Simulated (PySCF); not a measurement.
**Cl (chlorine, neutral) across methods**

[Ne] 3s1 3p6, 2S determinant (an excited configuration). Computed with PySCF 2.14 in def2-QZVPPD (10s7p5d2f1g, 79 functions), with the non-relativistic Hamiltonian (point nucleus). The B2PLYP total includes its PT2 part (frozen core); its orbital energies are those of the SCF part.

```tsv
method	E (hartree)	mean ε 3s α (eV)	mean ε 3p α (eV)	mean ε 3p β (eV)	Σ⟨r²⟩ (bohr²)	⟨S²⟩
r2SCANh	-459.6527	-23.941	-10.771	-9.221	28.30	0.759
PBE0	-459.5384	-24.619	-11.309	-9.728	28.34	0.756
wB97M-V	-459.6621	-27.031	-13.497	-12.145	28.57	0.753
B2PLYP	-459.5722	-27.499	-12.876	-10.537	28.65	0.762
LDA	-458.2372	-21.715	-9.693	-8.771	28.44	0.753
UHF	-458.92322	-32.503	-15.670	-11.808	28.97	0.780
r2SCAN	-459.6618	-22.958	-10.165	-8.813	28.28	0.758
PBE	-459.5324	-21.767	-9.629	-8.635	28.39	0.753
MN15	-459.6797	-24.310	-11.810	-10.603	28.12	0.752
```
